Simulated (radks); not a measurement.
Values are calculated unless marked as measured or tabulated.
Neutral bismuth, configuration [Hg] 6p2 7p1 (not the ground configuration). Code: a radial shooting solver on a logarithmic mesh with Libxc functionals. Model: scalar-relativistic Kohn-Sham, PBE, spin-polarised, spherical densities, point nucleus; open shells are filled with parallel spins first (spin-orbit coupling, left out, can overturn this in heavy ions). Some entries of the table are withheld. Estimate them.

orbital  occ.  eigenvalue (eV)  <1/r> (bohr^-1)  <r> (bohr)
1s up       1        -90693.53            103.4     0.01578
1s down     1        -90693.50            103.4     0.01578
2s up       1        -16298.66            24.28     0.06646
2s down     1        -16298.65            24.28     0.06646
2p up       3        -13939.08            21.22     0.06055
2p down     3        -13939.07            21.22     0.06055
3s up       1        -3937.824            8.996      0.1716
3s down     1        -3937.808            8.996      0.1716
3p up       3        -3263.906            8.110      0.1737
3p down     3        -3263.888            8.110      0.1737
3d up       5        -2588.129            7.603      0.1575
3d down     5        -2588.113            7.603      0.1575
4s up       1        -907.4402            3.879      0.3770
4s down     1        -907.4132            3.879      0.3770
4p up       3        -686.6981            3.479      0.4026
4p down     3        -686.6690            3.480      0.4026
4d up       5        -434.6970            3.131      0.4225
4d down     5        -434.6639            3.131      0.4225
5s up       1        -162.4426            1.645      0.8309
5s down     1        -162.3634            1.645      0.8309
4f up       7        -157.2313            2.745      0.4410
4f down     7        -157.1930            2.745      0.4410
5p up       3              (1)            1.409      0.9484
5p down     3              (2)            1.409      0.9478
5d up       5         -31.7965            1.062       1.236
5d down     5         -31.5311            1.069       1.227
6s up       1         -19.2330              (3)         (4)
6s down     1         -17.9608              (5)         (6)
6p up       2          -8.6971           0.4489       2.802
6p down     0          -7.2204           0.4473       2.828
7p up       1          -1.2914           0.1347       8.930

Answer. 
(1) 5p up eigenvalue (eV): -100.5120
(2) 5p down eigenvalue (eV): -100.4314
(3) 6s up <1/r> (bohr^-1): 0.5990
(4) 6s up <r> (bohr): 2.134
(5) 6s down <1/r> (bohr^-1): 0.6074
(6) 6s down <r> (bohr): 2.114
